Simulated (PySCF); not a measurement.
# `InChI=1S/C9H6S/c10-6-7-4-8-2-1-3-9(8)5-7/h1-6H`

Molfile (atoms numbered from 1):
```
C9H6S
     RDKit          3D

 16 17  0  0  0  0  0  0  0  0999 V2000
    3.9926    0.1728    1.0683 S   0  0  0  0  0  0  0  0  0  0  0  0
    2.9938   -0.2205   -0.1798 C   0  0  0  0  0  0  0  0  0  0  0  0
    1.5947   -0.1341   -0.1421 C   0  0  0  0  0  0  0  0  0  0  0  0
    0.7169   -0.4522   -1.1622 C   0  0  0  0  0  0  0  0  0  0  0  0
   -0.6056   -0.2107   -0.6807 C   0  0  0  0  0  0  0  0  0  0  0  0
   -1.9291   -0.2589   -1.0087 C   0  0  0  0  0  0  0  0  0  0  0  0
   -2.6869    0.1939    0.1451 C   0  0  0  0  0  0  0  0  0  0  0  0
   -1.8479    0.5134    1.1610 C   0  0  0  0  0  0  0  0  0  0  0  0
   -0.4949    0.2737    0.6901 C   0  0  0  0  0  0  0  0  0  0  0  0
    0.8087    0.3258    1.0295 C   0  0  0  0  0  0  0  0  0  0  0  0
    3.4450   -0.5733   -1.1025 H   0  0  0  0  0  0  0  0  0  0  0  0
    0.9819   -0.8151   -2.1382 H   0  0  0  0  0  0  0  0  0  0  0  0
   -2.3706   -0.5690   -1.9393 H   0  0  0  0  0  0  0  0  0  0  0  0
   -3.7596    0.2562    0.1603 H   0  0  0  0  0  0  0  0  0  0  0  0
   -2.1142    0.8761    2.1356 H   0  0  0  0  0  0  0  0  0  0  0  0
    1.2673    0.6308    1.9522 H   0  0  0  0  0  0  0  0  0  0  0  0
  1  2  2  0
  2  3  1  0
  3  4  2  0
  4  5  1  0
  5  6  2  0
  6  7  1  0
  7  8  2  0
  8  9  1  0
  9 10  2  0
 10  3  1  0
  9  5  1  0
  2 11  1  0
  4 12  1  0
  6 13  1  0
  7 14  1  0
  8 15  1  0
 10 16  1  0
M  END
```

Computed with quadratic response wB97X-D/def2-SVPD first hyperpolarisability, Taylor convention, gas phase (PySCF). Geometry: GFN2-xTB.

**Question.** Give the tensor of the static β(0;0,0) in the axes of these coordinates.

**Answer.** In au, Taylor convention; rows are the first index (the induced dipole):
```
        xx     yy     zz      xy      xz     yz
x  -2756.2  -81.9  -15.0  +174.4  +105.6  +14.5
y   +174.4  -28.0  +16.2   -81.9   +14.5  -31.9
z   +105.6  -31.9  -38.4   +14.5   -15.0  +16.2
```
Norm of βᵢ = ⅓ Σⱼ (βᵢⱼⱼ + βⱼᵢⱼ + βⱼⱼᵢ): 2858.0 au, hyper-Rayleigh value 1166.3 au.
